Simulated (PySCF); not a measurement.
# Nuclear quadrupole coupling in `FCOC1=CC[C@H]1F`

Compound: C5H6F2O.
Atom-mapped SMILES: `[F:1][CH2:2][O:3][C:4]1=[CH:5][CH2:6][C@H:7]1[F:8]` (hydrogens: H9, H10 on C2; H11 on C5; H12, H13 on C6; H14 on C7)

Geometry (GFN2-xTB, Å), atoms numbered from 1 in this order:
```xyz
14
C5H6F2O angstrom
F      2.2381   -0.5894   -1.3342
C      2.2480   -0.0834   -0.0565
O      1.2980   -0.7077    0.7185
C      0.0035   -0.3920    0.4474
C     -1.1694   -0.8246    0.9080
C     -1.9724    0.1109    0.0353
C     -0.6100    0.5660   -0.5442
F     -0.3179    1.8972   -0.3544
H      2.0907    1.0009   -0.1542
H      3.2274   -0.3135    0.3754
H     -1.4643   -1.5656    1.6229
H     -2.4912    0.9056    0.5679
H     -2.6451   -0.3565   -0.6813
H     -0.4361    0.3516   -1.6025
```

Field gradients from the PBE0/pcSseg-1 density (PySCF, non-relativistic), principal values in atomic units, ordered |Vxx| ≤ |Vyy| ≤ |Vzz|:

```tsv
atom	Vxx	Vyy	Vzz
O3	-0.3599	-1.4730	1.8330
```

Task: Find the asymmetry η = (Vxx − Vyy)/Vzz and the couplings χ = eQV/h (234.96 MHz × Q in barn × V in au), with Q(17O) = −0.0256 b.

Result: 
```tsv
atom	environment	nucleus	η	χzz (MHz)	χxx (MHz)	χyy (MHz)
O3	ether oxygen	17O	0.61	-11.03	2.16	8.86
```

The tensor is traceless: Vxx + Vyy + Vzz = 0.

Task: What is Vzz at O3 in SI units (1 au = 9.71736 × 10²¹ V/m²)?

Result: 1.8330 au = 17.812 × 10²¹ V/m².

Were the hydrogens deuterons (Q(2H) = 0.00286 b), χzz would run from 179 kHz (H9) to 235 kHz (H11).

The structure is a single GFN2-xTB conformer in the gas phase; no vibrational or solvent corrections. GFN2-xTB bond lengths can be off by several hundredths of an ångström, more for odd bonds, and the gradients follow them. The small basis limits the accuracy of the gradients.
